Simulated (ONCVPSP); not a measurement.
**How hard is this beryllium ONCV potential?**

* Element: beryllium (Be)
* Generator: ONCVPSP 4.0.1
* Type: optimised norm-conserving Vanderbilt (ONCV)
* Functional: LDA (Perdew-Wang 92)
* Relativity: scalar-relativistic
* Frozen core: none
* Valence charge: 4
* Reference configuration: 1s2 2s2
* Partial waves: 1s+2s: rc 0.65 bohr, ncon 5, nbas 9, qcut 21.7 1/bohr, 2 projectors; p scattering state at 0.03 Ha: rc 0.60 bohr, ncon 5, nbas 9, qcut 16.6 1/bohr, 3 projectors, debl 3.5 Ha; d scattering state at 0.05 Ha: rc 0.60 bohr, ncon 3, nbas 6, qcut 17.1 1/bohr, 3 projectors, debl 1 Ha
* Local potential: polynomial inside 0.55 bohr (lpopt 5, dvloc0 0 Ha)
* Core correction: none

For each optimised wave give the share of its norm inside rc, the residual kinetic energy above qcut (Ha) and the cutoffs (Ha) for errors of 10, 1, 0.1 and 0.01 mHa per electron.

| wave | norm inside rc | residual KE | 10 mHa | 1 mHa | 0.1 mHa | 0.01 mHa |
| --- | --- | --- | --- | --- | --- | --- |
| 1s | 0.833 | 4.7e-07 | 117.2 | 153.9 | 183.1 | 207.7 |
| 2s | 0.020 | 6.0e-08 | 62.3 | 107.9 | 148.3 | 181.4 |
| p projector 1 | 0.016 | 1.1e-06 | 11.9 | 34.5 | 70.7 | 106.0 |
| p projector 2 | 0.060 | 7.6e-06 | 30.3 | 64.8 | 102.2 | 134.3 |
| p projector 3 | 0.051 | 1.5e-05 | 36.9 | 72.3 | 110.7 | 142.7 |
| d projector 1 | 0.000 | 3.8e-12 | 0.1 | 0.6 | 1.5 | 3.7 |
| d projector 2 | 0.000 | 1.8e-09 | 3.4 | 7.5 | 16.9 | 34.3 |
| d projector 3 | 0.001 | 9.0e-09 | 5.5 | 11.7 | 24.6 | 47.5 |

The occupied waves need 154 Ha and 183 Ha for 1 and 0.1 mHa. Rows with under 1 % of the norm inside rc give no meaningful cutoff. Note: no bound ghost flagged; GHOST(+) flagged for d at 17.3 eV.
